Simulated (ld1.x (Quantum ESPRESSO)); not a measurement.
## Cs, TM: configuration errors across variants

ld1.x (Quantum ESPRESSO) 7.5 input, shortened:

```
&input
   title='Cs', zed=55., rel=1, dft='PZ', iswitch=3,
   config='[Xe] 5d0 6s0 6p0'
 /
 &inputp
   pseudotype=2, tm=.true., lloc=2,
   nlcc=.true., rcore=2.15
 /
3
6S  1  0   0.00   0.00  3.25  3.25  0.0
5P  2  1   6.00   0.00  3.45  3.45  0.0
5D  3  2   0.00   0.00  4.20  4.20  0.0
 &test
   configts(1)='5p6 5d0 6s0 6p0'
 /
```

All-electron excitation energies from the reference (eV): (1) 5p6 5d0 6s1 6p0 -3.999; (2) 5p6 5d0 6s0.5 6p0 -2.445; (3) 5p6 5d0 6s0 6p1 -2.523; (4) 5p6 5d1 6s0 6p0 -2.278; (5) 5p6 5d0.5 6s0.5 6p0 -3.132; (6) 5p5 5d0 6s1 6p0 13.992; (7) 5p6 5d0 6s1 6p0 spin -4.107; (8) 5p6 5d0 6s0.5 6p0 spin -2.481.

Spin tests fill each open shell by Hund’s rule, majority spin first.

A true bound ghost makes a file unfit for plane-wave use even where its test errors are small: the radial tests pick states by their node count and pass the ghost by.

Errors AE − PS in meV (a dash: test not solved or not reliable):

| change | (1) | (2) | (3) | (4) | (5) | (6) | (7) | (8) | bound ghosts |
| --- | --- | --- | --- | --- | --- | --- | --- | --- | --- |
| base | -29 | -5.3 | +9.0 | -2.1 | -15 | -149 | -36 | -6.4 | s |
| core correction none | -20 | -2.0 | +11 | +3.8 | -8.0 | -112 | -23 | -2.4 | s |
| core correction a·sin(br)/r model core inside 1.30 bohr | -30 | -5.4 | +8.9 | -2.3 | -15 | -158 | -40 | -6.8 | s |
| core correction a·sin(br)/r model core inside 1.66 bohr | -30 | -5.4 | +8.9 | -2.2 | -15 | -156 | -38 | -6.6 | s |
| core correction a·sin(br)/r model core inside 1.96 bohr | -29 | -5.3 | +9.0 | -2.1 | -15 | -152 | -37 | -6.5 | s |
| core correction a·sin(br)/r model core inside 2.46 bohr | -28 | -5.2 | +9.0 | -2.0 | -15 | -141 | -34 | -6.2 | s |
| core correction a·sin(br)/r model core inside 2.74 bohr | -28 | -5.2 | +9.0 | -1.9 | -14 | -134 | -33 | -6.1 | s |
| core correction a·sin(br)/r model core inside 3.26 bohr | -27 | -5.0 | +9.0 | -1.3 | -14 | -124 | -32 | -5.9 | s |
| core correction a·sin(br)/r model core inside 3.96 bohr | -26 | -4.6 | +9.0 | 0.0 | -13 | -119 | -30 | -5.4 | s |

Give the same row for: core correction a·sin(br)/r model core inside 3.56 bohr.

-26, -4.9, +9.0, -0.8, -14, -121, -31, -5.7; bound ghosts: s.
